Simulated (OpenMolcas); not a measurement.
Multiconfigurational calculation on Ar+

Input:

```
&GATEWAY
Coord
1

Ar 0.0 0.0 0.0
Basis=ANO-RCC-VTZP
Group=XYZ
NoMove
AngMom=0.0 0.0 0.0
AMFI
&SEWARD
* reference wave functions (RASSCF and RASSI steps not shown): 7 electrons in 9 orbitals (RAS2 3s 3p; RAS3 3d, at most 2 electrons)
>>> COPY JOB001 $Project.JobIph
&CASPT2
XMultistate=3 1 2 3
Frozen=1 0
IPEA=0.25
Imaginary=0.1
MaxIter=60
WThr=0.0 0.3 0.05
PrWF=0.5
NoMix
>>> COPY JOB002 $Project.JobIph
&CASPT2
Multistate=1 1
Frozen=1 0
IPEA=0.25
Imaginary=0.1
MaxIter=60
WThr=0.0 0.3 0.05
PrWF=0.5
NoMix
```

Output, cut to the results:

```
--- CASPT2 ---
Orbital specifications:
      -----------------------

      Symmetry species                           1   2
                                                ag  au
      Frozen orbitals                            1   0
      Inactive orbitals                          1   3
      Active orbitals                            6   3
      Secondary orbitals                         7  13
      Deleted orbitals                           0   0
      Number of basis functions                 15  19
Type of calculation                        XMS-CASPT2
      Fock operator                              state-average
      IPEA shift                                 0.25
      Real shift                                 0.00
      Imaginary shift                            0.10
      The input orbitals will be transformed to quasi-canonical
      The input states will be rotated to diagonalize the Fock operator
Reference energy:        -528.1984864103
      E2 (Non-variational):      -0.1081524484
      Shift correction:          -0.0000503638
      E2 (Variational):          -0.1082028122
      Total energy:            -528.3066892226
      Residual norm:              0.0000001890
      Reference weight:           0.98100
      Contributions to the CASPT2 correlation energy
      Active & Virtual Only:         -0.0778959529
      One Inactive Excited:          -0.0130358407
      Two Inactive Excited:          -0.0172206548
Reference energy:        -528.1984864103
      E2 (Non-variational):      -0.1081400468
      Shift correction:          -0.0000503371
      E2 (Variational):          -0.1081903839
      Total energy:            -528.3066767942
      Residual norm:              0.0000001889
      Reference weight:           0.98101
      Contributions to the CASPT2 correlation energy
      Active & Virtual Only:         -0.0778835394
      One Inactive Excited:          -0.0130358457
      Two Inactive Excited:          -0.0172206617
::    XMS-CASPT2 Root  1     Total energy:   -528.30686158
::    XMS-CASPT2 Root  2     Total energy:   -528.30671575
::    XMS-CASPT2 Root  3     Total energy:   -528.30664134
--- CASPT2 ---
Orbital specifications:
      -----------------------

      Symmetry species                           1   2
                                                ag  au
      Frozen orbitals                            1   0
      Inactive orbitals                          1   3
      Active orbitals                            6   3
      Secondary orbitals                         7  13
      Deleted orbitals                           0   0
      Number of basis functions                 15  19
Type of calculation                        SS-CASPT2
      Fock operator                              state-specific
      IPEA shift                                 0.25
      Real shift                                 0.00
      Imaginary shift                            0.10
      The input orbitals will be transformed to quasi-canonical
Reference energy:        -527.6782355250
      E2 (Non-variational):      -0.1064240380
      Shift correction:          -0.0001072467
      E2 (Variational):          -0.1065312847
      Total energy:            -527.7847668098
      Residual norm:              0.0000000677
      Reference weight:           0.97767
      Contributions to the CASPT2 correlation energy
      Active & Virtual Only:         -0.0766910644
      One Inactive Excited:          -0.0124735460
      Two Inactive Excited:          -0.0172594276
::    CASPT2 Root  1     Total energy:   -527.78476681
```

In XMS-CASPT2 the single-state energies belong to rotated reference states; over a whole degenerate manifold the rotation is arbitrary, and only the multistate roots count.

Levels above the lowest, from the spin-orbit matrix with the multistate effective Hamiltonian, averaged by term, added to it:

```tsv
Configuration	Term	J	E (cm⁻¹)	Measured (cm⁻¹)	g	Term weight %
3s² 3p⁵	²P°	3/2	0.0	0.0	1.334	100
3s² 3p⁵	²P°	1/2	1268	1432	0.666	100
3s 3p⁶	²S	1/2	114980	108722	2.002	100
```

Against the 2 measured excited levels shown (NIST Handbook of Basic Atomic Spectroscopic Data) the mean absolute deviation is 3200 cm-1; the largest miss in energy is 3s 3p⁶ ²S_1/2: computed 114980, measured 108722 cm⁻¹ (+5.8 %), and the largest in proportion 3s² 3p⁵ ²P°_1/2 (-11.4 %).

Term energies are means over components that CASPT2 splits; among the terms shown or strongly mixed into the levels shown the widest spread is 48 cm-1 (3s² 3p⁵ ²P°). Active for correlation alone: 3d; no level in the range computed is led by a configuration that fills it, so any true level of that kind is missing. Some terms mix strongly with configurations of 3d, whose occupation reaches 0.30 (3s 3p⁶ ²S). Measured partners are found by configuration, term and J. A level has none where our copy of the source lacks it or the pairing is in doubt (some pairs that miss far off the trend of their configuration count as doubtful), and it then counts in no deviation. Only configurations of the active space appear. The first state left out of the spin-orbit step lies near 180000 cm-1 above the lowest spin-free state of the reference (among the parities and spins computed), and the list stops at four fifths of that energy or lower.

The term weight is that of the spin-free term in the level, not the purity of its configuration. ° marks odd parity.
